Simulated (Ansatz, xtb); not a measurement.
## Two isomers of C4H7ClGe

We compare I, `C=C/C(Cl)=[CH]/[GeH3]`, a singlet, with II, `C=C/C=[C](\Cl)[GeH3]`, a singlet. Both are isolated molecules in the gas phase, relaxed with B3LYP/def2-SVP; the shapes shown needn't be the lowest conformers.

I (Å):

```xyz
13

C    -1.1263    1.4807    0.5053
C     0.1277    1.1197    0.1977
C     1.2429    2.0082   -0.1384
C     2.4859    1.5870   -0.4400
Cl    0.8892    3.7389   -0.1362
Ge    4.0169    2.7118   -0.8966
H    -1.4288    2.5300    0.5297
H    -1.8819    0.7277    0.7410
H     0.3961    0.0576    0.1829
H     2.6363    0.5012   -0.4229
H     4.3616    3.6650    0.2642
H     3.7298    3.5390   -2.1648
H     5.2142    1.7748   -1.1594
```

II (Å):

```tsv
atom	x (Å)	y (Å)	z (Å)
C	0.2691	-0.5500	-0.3180
C	0.5614	0.6299	0.2561
C	1.4693	1.6054	-0.3279
C	1.8188	2.8086	0.1756
Cl	1.1666	3.3790	1.7125
Ge	3.0549	4.0638	-0.6822
H	0.7085	-0.8459	-1.2762
H	-0.4182	-1.2574	0.1524
H	0.1057	0.8960	1.2146
H	1.9231	1.3335	-1.2886
H	4.2508	4.3247	0.2536
H	2.3269	5.3943	-0.9540
H	3.5365	3.4361	-2.0062
```

Energies in hartree; the thermal terms are from GFN2-xTB frequencies at re-optimised GFN2-xTB minima (ideal gas, soft modes damped towards free rotors, one conformer each, 298.15 K, 1 atm) and include the zero-point energy:

|  | I | II |
| --- | --- | --- |
| E, CCSD(T)/def2-SVP | −2690.828726 | −2690.827793 |
| E, MP2/def2-SVP | −2690.739854 | −2690.738559 |
| E, MP2/def2-TZVPP | −2691.528633 | −2691.527517 |
| zero-point energy | 0.086585 | 0.086298 |
| H(298 K) − E | 0.095777 | 0.095846 |
| G(298 K) − E | 0.052955 | 0.051825 |

Q: Correct the CCSD(T) difference for the basis set by the MP2 change, then work out ΔE, ΔE₀, ΔH and ΔG for I → II in kcal/mol (1 Eh = 627.51 kcal/mol) and the equilibrium ratio [II]/[I].

A: 1. Differences II − I: CCSD(T) +0.000933, MP2 in the small set +0.001295, MP2 in the large set +0.001116 Eh.
2. ΔE = +0.000933 + (+0.001116 − (+0.001295)) = +0.000754 Eh = +0.47 kcal/mol.
3. ΔE₀ = ΔE + ΔZPE = +0.000754 + (−0.000287) Eh = +0.29 kcal/mol.
4. ΔH = ΔE + (+0.000069) Eh = +0.52 kcal/mol.
5. ΔG = ΔE + (−0.001130) Eh = −0.24 kcal/mol, so ΔS = (ΔH − ΔG)/T = +10.6 J/(mol K).
6. kT = 0.9442 mEh, so K = [II]/[I] = exp(−ΔG/kT) = exp(+0.40) ≈ 1.5.

The two are too close for this level to say which is favoured. An error of 1 kcal/mol in ΔG would change K by a factor of 5.4. Mirror images and further conformers aren't counted.

As drawn, both hold the same kinds of bond in the same numbers.

Other levels gave ΔE = +3.2 (GFN2-xTB); −0.7 (HF/STO-3G, GFN2-xTB geometries); +0.8 (r2SCAN-D4/def2-SVP, GFN2-xTB geometries); −0.1 (B3LYP/def2-SVP); −0.2 (HF/def2-SVP); +0.8 (MP2/def2-SVP); +0.6 (CCSD(T)/def2-SVP) kcal/mol. The correlated steps freeze 18 core orbitals; the filled d shell of Ge is correlated, in a basis made for valence electrons. Programs: Ansatz 0.2.0, xtb 6.7.1.
